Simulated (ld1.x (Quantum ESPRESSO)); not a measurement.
# Logarithmic derivatives: Nb, PAW

ld1.x (Quantum ESPRESSO) 7.5 input, shortened:

```
&input
   title='Nb', zed=41., rel=2, dft='PZ', iswitch=3,
   config='[Kr] 4d3 5s2 5p0', rel_dist='average'
 /
 &inputp
   pseudotype=3, lpaw=.true., tm=.true., lloc=-1, rcloc=1.60,
   nlcc=.true., new_core_ps=.true., rcore=0.95,
   which_augfun='BESSEL', rmatch_augfun=1.25
 /
6
5S  1  0   2.00   0.00  2.75  2.95  0.0
5S  1  0   0.00   2.75  2.75  2.95  0.0
5P  2  1   0.00   0.00  2.80  3.60  0.0
5P  2  1   0.00   3.45  2.80  3.60  0.0
4D  3  2   3.00   0.00  1.65  2.10  0.0
4D  3  2   0.00   2.30  1.65  2.10  0.0
 &test
   configts(1)='4d3 5s2 5p0'
 /
```

Open shells are filled in proportion to 2j + 1 (rel_dist='average').

The phase is arctan(r·u′/u) with u = r·R(r), unwrapped; energies in Ry, scanned from -2 to 5 Ry. A pole is an energy at which the radial function vanishes at the test radius. The pseudo phase is shifted by a multiple of π to meet the all-electron one at the reference energy, and phase errors are pseudo minus all-electron; the curves can meet again beyond the range given. Levels narrower than the energy grid can be missing from the lists of poles.

```json
{"channel": "s", "radius (bohr)": "3.88", "reference energy (Ry)": "-0.36", "poles, all-electron": "0.25, 3.98", "poles, pseudo": "0.24, 3.95", "unbroken range about the reference energy with phases within 0.05 rad": "the whole range", "phase error 1 Ry above the reference energy (rad)": "-0.001"}
{"channel": "p1/2", "radius (bohr)": "3.88", "reference energy (Ry)": "-0.12", "poles, all-electron": "0.85, 4.71", "poles, pseudo": "0.84, 4.65", "unbroken range about the reference energy with phases within 0.05 rad": "below 2.4", "phase error 1 Ry above the reference energy (rad)": "-0.003"}
{"channel": "p3/2", "radius (bohr)": "3.88", "reference energy (Ry)": "-0.11", "poles, all-electron": "0.92, 4.82", "poles, pseudo": "0.90, 4.74", "unbroken range about the reference energy with phases within 0.05 rad": "below 2.5", "phase error 1 Ry above the reference energy (rad)": "-0.003"}
{"channel": "d3/2", "radius (bohr)": "3.88", "reference energy (Ry)": "-0.36", "poles, all-electron": "-0.26, 2.19", "poles, pseudo": "-0.26, 2.19", "unbroken range about the reference energy with phases within 0.05 rad": "below 3.8", "phase error 1 Ry above the reference energy (rad)": "-0.010"}
{"channel": "d5/2", "radius (bohr)": "3.88", "reference energy (Ry)": "-0.35", "poles, all-electron": "-0.25, 2.21", "poles, pseudo": "-0.25, 2.21", "unbroken range about the reference energy with phases within 0.05 rad": "below 3.8", "phase error 1 Ry above the reference energy (rad)": "-0.006"}
```

The ghost test of this file was not conclusive.

Phases in the p3/2 channel:

```csv
E (Ry),all-electron,pseudo
-2.00,1.372,1.370
-1.76,1.355,1.354
-1.52,1.334,1.333
-1.28,1.306,1.304
-1.04,1.266,1.264
-0.80,1.202,1.200
-0.56,1.085,1.084
-0.32,0.806,0.806
-0.08,-0.076,-0.076
0.16,-1.041,-1.043
0.40,-1.354,-1.357
0.64,-1.486,-1.488
0.88,-1.562,-1.565
1.12,-1.618,-1.622
1.36,-1.667,-1.672
1.60,-1.720,-1.726
1.84,-1.787,-1.796
2.08,-1.892,-1.905
2.32,-2.108,-2.134
2.56,-2.752,-2.811
2.80,-3.872,-3.896
3.04,-4.308,-4.311
3.28,-4.468,-4.469
3.52,-4.550,-4.550
3.76,-4.601,-4.601
4.00,-4.636,-4.638
4.24,-4.663,-4.666
4.48,-4.686,-4.690
4.72,-4.705,-4.711
4.96,-4.723,-4.731
```
